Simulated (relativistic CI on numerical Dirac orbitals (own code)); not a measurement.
## V³⁺ in a cubic cluster: 2p photoemission with charge transfer

Computed with a charge-transfer multiplet model of a cubic metal-ligand cluster with up to one ligand hole, Slater and spin-orbit integrals from Dirac-Coulomb-Breit ions, Slater integrals scaled by 0.8. The ground state mixes d2 with configurations of k ligand holes L, whose averages lie at kΔ + k(k − 1)U_dd/2; a core hole lowers each added d electron by U_cd. 300 K, Lorentzian 0.6 eV and Gaussian 0.8 eV FWHM.

Atomic integrals in eV (Slater integrals scaled, ζ unscaled), ground: F2dd 8.057, F4dd 5.049, zeta_d 0.024; with the core hole: F2dd 9.499, F4dd 5.990, zeta_d 0.042, zeta_core 4.607, F2cd 5.433, G1cd 4.091, G3cd 2.324.

Cluster parameters (eV): Δ = 3.9, U_dd = 6.1, 10Dq = 1.85, 10Dq(ligand) = 1.3, V(eg) = 1.25, V(t2g) = -0.62, final-state hopping factor = 1.

Weights, n_d and S are thermal averages at 300 K. Binding energies count from the first peak over 30 % of the highest in each spectrum, which can be another peak from case to case. The parameters are a model scan and need not match a compound or its usual spin state. Peaks in eV (height, largest 100): 0.0 (100), 0.3 (100), 7.7 (78), 14.5 (22).

Which parameters give this spectrum?
A. U_cd = 7.1 eV
B. U_cd = 8.9 eV
C. U_cd = 6.5 eV
D. U_cd = 5.9 eV
E. U_cd = 7.7 eV

C. U_cd = 6.5 eV; the ground state then has 2.22 d electrons and S = 1.00. The choice follows from running the model for each set and comparing peak positions and heights. The space is cut while the next configuration still counts.
